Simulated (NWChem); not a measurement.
# C3H4O2Si; SMILES C#C[SiH2]C(=O)O

```xyz
10

C      0.9591     2.7469     0.1753
C      0.1998     1.8023     0.0668
Si    -0.9427     0.3839    -0.0961
C     -0.0604    -1.3163     0.1195
O     -0.6821    -2.3442     0.0359
O      1.2524    -1.2738     0.3618
H      1.6332     3.5800     0.2719
H     -1.9986     0.4432     0.9514
H     -1.5609     0.3658    -1.4499
H      1.5527    -2.1966     0.4460
```
Atoms are numbered in this order, from 1.

Level: PBE0/def2-SVP (NWChem), optimised geometry, unscaled harmonic frequencies. 

Problem. List the harmonic frequencies with IR intensities, and the thermochemistry.

Solution. 
```
frequency (cm⁻¹)  IR intensity (km/mol)
----------------  ---------------------
24                                  0.8
92                                  0.0
230                                 6.5
232                                 6.6
344                                 8.1
382                                 1.5
446                                68.3
628                               141.3
650                                45.5
713                                25.2
716                                42.2
750                                37.2
752                                26.3
775                                17.3
844                               233.2
928                                88.7
1192                              195.8
1351                               47.1
1852                              277.6
2169                               44.2
2264                               56.2
2268                               74.1
3473                               57.3
3737                               58.5
```

```json
{
  "zero_point_energy": "38.3 kcal/mol",
  "thermal correction to the enthalpy at 298.15 K (with zero-point energy)": "43.5 kcal/mol",
  "heat capacity Cv": "25.0 cal/(mol K)",
  "entropy at 298.15 K and 1 atm (symmetry number 1)": "86.3 cal/(mol K)",
  "dipole_moment": "1.97 D"
}
```

Rigid rotor and harmonic oscillator; modes under 100 cm⁻¹ make the entropy uncertain.
